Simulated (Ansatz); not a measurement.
```yaml
crystal:
  periodic: [false, false, false]
  atoms:
    - {symbol: C, position_ang: [0.362661, -1.199626, 0.755704]}
    - {symbol: N, position_ang: [0.649575, -0.077052, -0.115897]}
    - {symbol: Si, position_ang: [-0.464403, 1.085464, -0.595751]}
    - {symbol: Cl, position_ang: [-2.031157, 0.346353, -1.680231]}
    - {symbol: Cl, position_ang: [0.523826, 2.443451, -1.739279]}
    - {symbol: Cl, position_ang: [-1.295599, 1.986267, 1.030059]}
    - {symbol: H, position_ang: [1.222978, -1.420215, 1.391636]}
    - {symbol: H, position_ang: [0.092920, -2.105199, 0.202472]}
    - {symbol: H, position_ang: [-0.470552, -0.948709, 1.414685]}
    - {symbol: H, position_ang: [1.492851, -0.161834, -0.660298]}
basis:
  gaussian: {orbitals: x2c-TZVPPall}
total_charge: 3
magnetization: {spin_polarized: true, initial_magnetization: 1}
hamiltonian: {xc: {name: wPBEh}}
```

```sh
$ ansatz run in.yaml --threads 8 --pin off --events-out ev --progress --plain --max-ram 18278MiB
```

Output, abridged:

```
Functional definition: wPBEh
1785 factors; their error is unknown
107 factors; integrals over basis functions are off by at most 3.3e-7 eV
mean field evaluation 1: about -48080.4255 eV, gradient 8.3e1 eV
mean field evaluation 2: about -47820.2963 eV, gradient 1.8e2 eV
mean field evaluation 4: about -48097.7212 eV, gradient 5.3e1 eV
mean field evaluation 8: about -48115.6135 eV, gradient 3.8e0 eV
mean field evaluation 16: about -48116.2294 eV, gradient 1.9e-1 eV
mean field evaluation 64: about -48116.3400 eV, gradient 2.6e-3 eV
mean field -48116.34002089 eV, -1768.2428813409 hartree, gradient 8.0e-6 eV, S^2 1.635927; 12 other end points of the search recorded, 0 dependent functions left out
reference -48116.34005853 eV, -1768.2428827244 hartree; 40, 39 occupied and 246, 247 virtual orbitals, 1785 factors
Total energy: -48116.34005853 eV, -1768.2428827244 hartree
Relativity: scalar
```

In this input the charge is far from anything that the molecule holds. The calculation finished and met its thresholds. The result belongs to that input, not to the molecule as meant.
